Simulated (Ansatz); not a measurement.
Reaction (ligand exchange at the Al–O bond): `C[O][Al]([F])[Cl]` + CH₃SH → `C[S][Al]([F])[Cl]` + CH₃OH

Isolated molecules relaxed with PBE0-D4/def2-TZVP in Ansatz; ΔE leaves out vibrations. CCSD(T)/CBS adds triple-zeta CCSD(T) − MP2 to the extrapolated MP2 energy (def2 sets, frozen cores). This one scheme is used for every species. DFT in def2-TZVPP. Each species was taken in one conformer, which may not be the lowest.

(1) Is it downhill or uphill in electronic energy at CCSD(T)/CBS, and by how much? (An estimate is asked.)

(2) What do these levels give: LDA (SPW92), BLYP-D4, r2SCAN0-D4, ωB97X-V, PBE-QIDH, PBE, r2SCANh, BHLYP, HF/def2-SVP, CCSD/def2-SVP, HF/def2-QZVPP, SCS-MP2/def2-QZVPP? (An estimate is asked.)

Largest T1 diagnostic among the species: 0.011.

Answers

(1) The calculation gave: Uphill: ΔE = +24.6 kJ/mol.

(2) Ansatz gave: LDA (SPW92) 19.3, BLYP-D4 27.6, r2SCAN0-D4 23.7, ωB97X-V 26.8, PBE-QIDH 22.7, PBE 16.6, r2SCANh 23.8, BHLYP 33.9, HF/def2-SVP 35.8, CCSD/def2-SVP 33.9, HF/def2-QZVPP 39.3, SCS-MP2/def2-QZVPP 30.3 kJ/mol.

At CCSD(T), def2-SVP lies +7.3 kJ/mol from the extrapolated value and def2-TZVPP +4.1 kJ/mol. Leaving LDA and LC-ωPBE aside and taking each functional with its dispersion term where it has one, the values, not all of them listed here, spread over 18.8 kJ/mol, from revPBE-D4 to CAM-B3LYP-D4.
